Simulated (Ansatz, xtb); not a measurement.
**CH4FSn: where a starting geometry ends**

The starting geometry of this gas-phase doublet has its atoms placed at random.

```csv
atom,x (Å),y (Å),z (Å)
C,-0.2146,-0.4478,1.8605
F,1.6799,0.4523,0.5118
Sn,1.4188,-1.2605,-0.4012
H,-0.2231,-0.9411,-1.8013
H,0.2309,-0.8332,0.3875
H,1.1337,1.0457,0.4943
H,1.7280,-0.2952,1.4627
```

Guess where an optimisation with r2SCAN-D4/def2-SVP ends from this start.

It ends as `[CH3][SnH][F]`. Contacts that open: F2–H6 (0.81 → 3.13 Å), Sn3–H5 (1.49 → 2.75 Å), Sn3–H7 (2.12 → 2.77 Å). Contacts that close: C1–Sn3 (2.91 → 2.18 Å), C1–H5 (1.59 → 1.10 Å), C1–H6 (2.43 → 1.10 Å), C1–H7 (1.99 → 1.10 Å), Sn3–H4 (2.18 → 1.75 Å).

The energy falls by 14.70 eV over 29 steps:

```csv
step,E − E(last) (eV)
1,14.698
4,5.399
7,4.046
10,1.372
13,0.306
17,0.004
20,0.001
23,0.000
26,0.000
29,0.000
```

Final geometry (Å):

| atom | x (Å) | y (Å) | z (Å) |
| --- | --- | --- | --- |
| C | 0.4839 | -0.4140 | 1.2759 |
| F | 2.5725 | 0.7029 | -0.9110 |
| Sn | 1.4269 | -0.8631 | -0.6358 |
| H | 0.2897 | -0.7365 | -1.9582 |
| H | -0.4961 | -0.9101 | 1.3260 |
| H | 0.3625 | 0.6798 | 1.3032 |
| H | 1.1142 | -0.7389 | 2.1141 |

From the same start GFN2-xTB reaches the same bonding as this run.

From so rough a start the end depends on the optimiser's path, so another program may land elsewhere. No frequencies were run, so the end isn't proven a minimum. Open shells are spin-unrestricted. Atoms past krypton carry core potentials, without spin–orbit terms. Run with Ansatz 0.2.0, 6 min on 1 thread of Intel(R) Xeon(R) Processor @ 2.50GHz (Skylake/Cascade Lake) (shared host).
